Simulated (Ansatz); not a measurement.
Reaction (hydrogenolysis of the Al–N bond): `[BH2][AlH][N](C)[SiH3]` + H₂ → `[BH2][AlH2]` + `CN[SiH3]`

Program: Ansatz. Geometries: PBE0-D4/def2-TZVP. ΔE: electronic, gas phase. CCSD(T)/CBS adds triple-zeta CCSD(T) − MP2 to the extrapolated MP2 energy (def2 sets, frozen cores). This one scheme is used for every species. DFT in def2-TZVPP. B3LYP here is the variant with VWN-RPA as its local correlation; programs differ in this. Each species was taken in one conformer, which may not be the lowest.

| level | ΔE (kcal/mol) |
| --- | --- |
| B3LYP-D4 | 19.4 |
| ωB97X-V | 18.4 |
| B2PLYP | 18.6 |
| r2SCAN | 19.7 |
| MP2/def2-TZVPP | 22.5 |
| CCSD/def2-TZVPP | 18.8 |
| SCS-MP2/def2-QZVPP | 20.7 |
| CCSD/CBS(def2) | 18.9 |

What does CCSD(T)/CBS give? (Best estimate.)

Ansatz gave: +20.5 kcal/mol. The listed levels differ from it by -1.1, -2.1, -1.9, -0.8, 2.0, -1.7, 0.2, -1.6 kcal/mol.

Largest T1 diagnostic among the species: 0.012.

In def2-TZVPP, CCSD(T) changes the Hartree–Fock value by +8.1 kcal/mol (the triples alone add +1.7 kcal/mol) and MP2 by +10.3 kcal/mol. The D4 term adds +3.5 kcal/mol with B3LYP and +2.0 kcal/mol with PBE0; it sums over pairs of atoms, weighted by their polarisabilities, and B3LYP, whose exchange is more repulsive, gets the larger term.
